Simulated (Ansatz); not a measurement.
```yaml
crystal:
  periodic: [false, false, false]
  atoms:
    - {symbol: O, position_ang: [-1.062360, 2.704479, 0.641433]}
    - {symbol: Ge, position_ang: [0.727292, 1.988792, 0.387963]}
    - {symbol: N, position_ang: [0.241359, 0.263619, -0.065096]}
    - {symbol: Si, position_ang: [-1.299061, -0.628924, 0.058054]}
    - {symbol: Si, position_ang: [1.817436, -0.727599, -0.247741]}
    - {symbol: H, position_ang: [-1.665113, 1.944194, 0.765280]}
    - {symbol: H, position_ang: [-2.042722, -0.548252, -1.292281]}
    - {symbol: H, position_ang: [-1.129301, -1.929610, 0.435068]}
    - {symbol: H, position_ang: [-2.119918, 0.248854, 1.070178]}
    - {symbol: H, position_ang: [2.910967, 0.108602, -0.554522]}
    - {symbol: H, position_ang: [1.404120, -1.464686, -1.837072]}
    - {symbol: H, position_ang: [1.901500, -1.859926, 0.662497]}
basis:
  gaussian: {orbitals: def2-TZVPD, final_grid: {core_spheres: 1, valence_spheres: 1, degree: 5}}
hamiltonian: {xc: {name: r2SCAN}}
```

```sh
$ ansatz run in.yaml --threads 4 --pin off --events-out ev --progress --plain --max-ram 11315MiB
```

Output, abridged:

```
Functional definition: r2SCAN
1643 factors; their error is unknown
mean field evaluation 1: about -75908.2229 eV, gradient 9.1e1 eV
mean field evaluation 2: about -75759.0934 eV, gradient 2.3e2 eV
mean field evaluation 4: about -75918.8830 eV, gradient 4.8e1 eV
mean field evaluation 8: about -75923.6017 eV, gradient 2.3e-1 eV
mean field evaluation 16: about -75922.4567 eV, gradient 4.0e0 eV
a density is far from that of the atoms, so the factors are made again for it
2118 factors; integrals over basis functions are off by at most 9.9e-4 eV
mean field evaluation 32: about -75923.5156 eV, gradient 5.8e-1 eV
mean field -75923.51911856 eV, -2790.1378647975 hartree, gradient 3.6e-5 eV, S^2 0.000000; 0 other end points of the search recorded, 0 dependent functions left out
reference -75923.51912791 eV, -2790.1378651409 hartree; 41, 41 occupied and 239, 239 virtual orbitals, 2118 factors
Total energy: -75923.51912791 eV, -2790.1378651409 hartree
```

What is wrong with this run?

The integration grid is far too coarse. The run converged. The result belongs to that input, not to the molecule as meant.
